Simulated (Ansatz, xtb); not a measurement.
Two isomers of C6H7FO2

We compare X, `CC[C@@H]1C(=O)OC=C1F`, a singlet, with Y, `C=C(F)/C=C/CC(=O)O`, a singlet. Both are isolated molecules in the gas phase, relaxed with PBE-D3(BJ)/def2-SVP, each in the lowest conformer that the search found.

Quicker runs give these differences E(Y) − E(X): GFN2-xTB +22.05 kcal/mol; HF/STO-3G +47.61 kcal/mol (at GFN2-xTB geometries); r2SCAN-D4/def2-SVP +1.64 kcal/mol (at GFN2-xTB geometries).

Question: Estimate E(Y) − E(X) at the level CCSD(T)/def2-SVP + ΔMP2/def2-TZVPP.

Answer: Not settled: CCSD(T)/def2-SVP + ΔMP2/def2-TZVPP gives E(Y) − E(X) = −1.78 kcal/mol, but this leans on the basis-set step: CCSD(T) alone gives −0.45 kcal/mol.

The same difference at several levels:

```csv
level,geometry,E(Y) − E(X) (kcal/mol),departure from the last row (kcal/mol),"job, with rough time for the two"
GFN2-xTB,GFN2-xTB,+22.05,+23.83,"optimisation, 0.31 s"
HF/STO-3G,GFN2-xTB,+47.61,+49.39,"single point, 0.76 s"
r2SCAN-D4/def2-SVP,GFN2-xTB,+1.64,+3.42,"single point, 7.5 s"
PBE-D3(BJ)/def2-SVP,PBE-D3(BJ)/def2-SVP,+2.60,+4.39,"optimisation, 65 s"
HF/def2-SVP,PBE-D3(BJ)/def2-SVP,−5.67,−3.88,part of the CCSD(T) run
MP2/def2-SVP,PBE-D3(BJ)/def2-SVP,+0.83,+2.61,part of the CCSD(T) run
CCSD(T)/def2-SVP,PBE-D3(BJ)/def2-SVP,−0.45,+1.34,single point
CCSD(T)/def2-SVP + ΔMP2/def2-TZVPP,PBE-D3(BJ)/def2-SVP,−1.78,,"single point, 5.1 min"
```

As drawn, Y has 1 C=C, 1 O–H in place of 1 C–C, 1 C–O, 1 C–H. Structure X has a 5-membered ring, Y no ring.

GFN2-xTB, HF/STO-3G, r2SCAN-D4/def2-SVP, PBE-D3(BJ)/def2-SVP, MP2/def2-SVP put the two in the other order. CCSD(T)/def2-SVP finds them nearly level. The largest departure from CCSD(T)/def2-SVP + ΔMP2/def2-TZVPP is that of HF/STO-3G, 49.39 kcal/mol. The last row adds to CCSD(T) the change of the MP2 difference between the two basis sets, here −1.34 kcal/mol.

With thermal terms from frequencies at re-optimised GFN2-xTB minima (ideal gas, soft modes damped towards free rotors, one conformer each, 298.15 K, 1 atm): the zero-point term adds −1.94 kcal/mol; ΔH is −3.03 and ΔG −4.90 kcal/mol.

The correlated steps freeze 9 core orbitals. Mirror images aren't counted in ΔG. Run with Ansatz 0.2.0, xtb 6.7.1; the last row on 4 threads of Arm Neoverse N1 on a shared host.
